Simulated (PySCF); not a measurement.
Sc (scandium, neutral): UHF calculation

Configuration: [Ar] 3d1 4s2, 2D determinant. Calculation: PySCF 2.14, in x2c-TZVPPall (6s5p4d2f1g, 64 functions); scalar relativity by spin-free X2C-1e.

| Property | Result |
| --- | --- |
| Total energy | -763.276410 hartree |
| One-electron energy | -1044.8871 hartree |
| Hartree (Coulomb) energy | 319.9390 hartree |
| Exchange energy | -38.3284 hartree |
| ⟨S²⟩ | 0.7622 |
| ⟨L²⟩ | 6.053 |
| Sum of ⟨r⟩ | 21.40 bohr |
| Sum of ⟨r²⟩ | 52.67 bohr² |
| Traceless quadrupole moment −½Σ⟨3z² − r²⟩ along its main axis | 0.229 e·bohr² |
| Langevin diamagnetic susceptibility | -41.7 ×10⁻⁶ cm³/mol |

| shell | electrons | mean orbital energy (eV) | spread (eV) | rms radius, mean of both spins (bohr) |
| --- | --- | --- | --- | --- |
| 1s β | 1 | -4539.5 | 0 | 0.0844 |
| 1s α | 1 | -4539.5 | 0 | 0.0844 |
| 2s α | 1 | -524.28 | 0 | 0.370 |
| 2s β | 1 | -523.94 | 0 | 0.370 |
| 2p α | 3 | -426.95 | 0.079 | 0.340 |
| 2p β | 3 | -426.61 | 0.480 | 0.340 |
| 3s α | 1 | -71.228 | 0 | 1.15 |
| 3s β | 1 | -69.773 | 0 | 1.15 |
| 3p α | 3 | -43.765 | 0.969 | 1.27 |
| 3p β | 3 | -41.930 | 1.443 | 1.27 |
| 3d α | 1 | -9.281 | 0 | 1.93 |
| 4s α | 1 | -5.925 | 0 | 4.22 |
| 4s β | 1 | -5.599 | 0 | 4.22 |

Densities and radii are taken from the X2C orbitals without a picture-change correction, which distorts them close to the nucleus.

Spin-orbit constants ζ (cm⁻¹) from the X2C one-electron operator on these orbitals: bare nucleus, nucleus screened by l(l+1)(2l+1)/3 electrons, and screened by the Breit-Pauli mean field of the electrons.

```csv
shell,bare,screened nucleus,mean field
2p,26810,24250,23070
3p,2771,2507,2367
3d,170.3,89.19,73.58
```

To first order the Landé constant is A = 73.58 cm⁻¹, so the lowest level has J = 3/2 and lies 0.0137 eV below the centre of the term.
